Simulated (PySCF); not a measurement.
Match the calculated data to a structure.

| technique | computed result |
| --- | --- |
| Rotational structure | rotational constants A, B, C: 2.737, 1.610, 1.160 GHz [GFN2-xTB] |
| NMR, other nuclei | isotropic shieldings of nuclei other than C and H, by class: -97 (1 N), 516 (1 S) ppm [GIAO PBE0/pcSseg-1] |
| Dipole | 1.84 D [PBE0/def2-SVPD] |
| 13C NMR | chemical shifts (computed TMS as zero) by class: 171.5 (1 C), 43.9 (1 C), 38.0 (1 C), 19.5 (1 C), 17.0 (1 C) ppm [GIAO PBE0/pcSseg-1] |
| UV, first state | lowest singlet excitation: 4.48 eV (277 nm, f = 0.007) [TDDFT PBE0/def2-SVPD] |
| 1H NMR | chemical shifts (computed TMS as zero) by class: 7.31 (1 H), 3.39 (1 H), 3.37 (3 H), 1.93 (3 H), 1.26 (3 H) ppm [GIAO PBE0/pcSseg-1] |
| UV, strongest line | among the 6 lowest singlet transitions: S6 at 6.58 eV (188 nm, f = 0.032) [TDDFT PBE0/def2-SVPD] |
| Triplet | lowest triplet excitation (Tamm–Dancoff): 3.77 eV [TDA PBE0/def2-SVPD] |
| Polarisability | 91.0 au [PBE0/def2-SVPD] |

Electronic properties: PySCF, gas phase, density fitting. Levels stand in brackets. The structure is a single GFN2-xTB conformer in the gas phase; no vibrational or solvent corrections. NMR classes are plain means over equivalent atoms (diastereotopic ones count apart unless rotation or inversion swaps them), as if these changed places fast.

Problem. Which candidate is it?
A. `N[C@@H]1CC[C@H](S)C1`
B. `C/N=C\[C@@H](C)SC`
C. `CC[Si@@H](N)S[SiH2]N`

Solution. B. It is `C/N=C\[C@@H](C)SC`. Numbering: `[CH3:1]/[N:2]=[CH:3]\[C@@H:4]([CH3:5])[S:6][CH3:7]`. Its formula, C5H11NS, gives 1 degree of unsaturation: 0 rings and 1 π bond in the structure found. 5 carbons fall into 5 classes; from least to most shielded: imine carbon [C3] (171.5 ppm), sp3 carbon bound to sulfur [C4] (43.9 ppm), N-methyl carbon [C1] (38.0 ppm), S-methyl carbon [C7] (19.5 ppm), methyl carbon [C5] (17.0 ppm). Hydrogen classes from least to most shielded: 1 H on an imine carbon, C3 (7.31 ppm), 1 H on an sp3 carbon bound to sulfur, C4 (3.39 ppm), 3 H on an N-methyl carbon, C1 (3.37 ppm, a mean of values up to 1.2 ppm apart in this geometry), 3 H on an S-methyl carbon, C7 (1.93 ppm), 3 H on a methyl carbon, C5 (1.26 ppm). The other shieldings belong to: -97 ppm, imine nitrogen [N2]; 516 ppm, sulfide sulfur [S6]. S1 is mainly HOMO→LUMO (weight 0.75); the largest Löwdin shares of the orbital it empties are 0.53 on the sulfide sulfur, 0.14 on the imine nitrogen, 0.08 on the sp3 carbon bound to sulfur and 0.08 on the S-methyl carbon, of the orbital it fills 0.27 on the imine nitrogen, 0.22 on the imine carbon, 0.19 on the sulfide sulfur and 0.07 on the sp3 carbon bound to sulfur. The optimised geometry has point group C1 and is an asymmetric top.

The others, at the same levels:
- `N[C@@H]1CC[C@H](S)C1` fails: its computed 13C shifts are 58.0 (1 C), 54.9 (1 C), 43.8 (1 C), 41.2 (1 C), 37.8 (1 C) ppm, 1H shifts are 3.42 (1 H), 2.74 (1 H), 2.54 (1 H), 2.36 (1 H), 1.80 (1 H), 1.77 (1 H), 1.66 (1 H), 1.58 (1 H), 1.30 (1 H), 0.93 (2 H) ppm and rotational constant A is 4.654 GHz (against 2.737 GHz).
- `CC[Si@@H](N)S[SiH2]N` fails: it has 12 hydrogens where the 1H data count 11; its computed 13C shifts are 13.9 (1 C), 9.0 (1 C) ppm, 1H shifts are 5.67 (1 H), 5.47 (1 H), 5.24 (1 H), 1.10 (3 H), 0.99 (1 H), 0.69 (1 H), 0.67 (2 H), 0.27 (2 H) ppm and rotational constant A is 3.933 GHz (against 2.737 GHz).

Each candidate is one conformer, not necessarily the lowest. The conformers computed, where there is a choice (atom-mapped SMILES and torsion angles):
- `[CH3:1]/[N:2]=[CH:3]\[C@@H:4]([CH3:5])[S:6][CH3:7]`: N2–C3–C4–C5 121°, C3–C4–S6–C7 64°

The conformers of `N[C@@H]1CC[C@H](S)C1` and `CC[Si@@H](N)S[SiH2]N` aren't listed.
